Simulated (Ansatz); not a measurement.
Input file for Ansatz (a program for electronic structure): R-RI-MP2/cc-pVQZ on BF2HSe (SMILES FB(F)[SeH]), a point of a torsion scan. Files ending in .json are basis or fitting sets from the Basis Set Exchange. The run froze 17 orbitals, filled d shells among them.

Ansatz 0.2 input:
```yaml
crystal:
  periodic: [false, false, false]
  atoms:
    - {symbol: F, position_ang: [-1.26168440, 1.14325333, -0.02524137]}
    - {symbol: B, position_ang: [-0.59330492, 0.03002961, 0.11907905]}
    - {symbol: F, position_ang: [-1.18656474, -1.05009434, -0.32570646]}
    - {symbol: Se, position_ang: [1.26686154, -0.01246169, 0.68236025]}
    - {symbol: H, position_ang: [1.72631281, -0.68638237, -0.50356707]}
basis:
  gaussian:
    orbitals: cc-pVQZ
    fitting: {mean_field: def2-universal-JKFIT, correlation: cc-pVQZ-RIFIT.json}
magnetization: {spin_polarized: false}
correlation: {method: mp2, electrons: outside_noble_gas}
scf: {lower_state_search: off}
```

What total energy does the run end on?

-2625.0949 hartree.
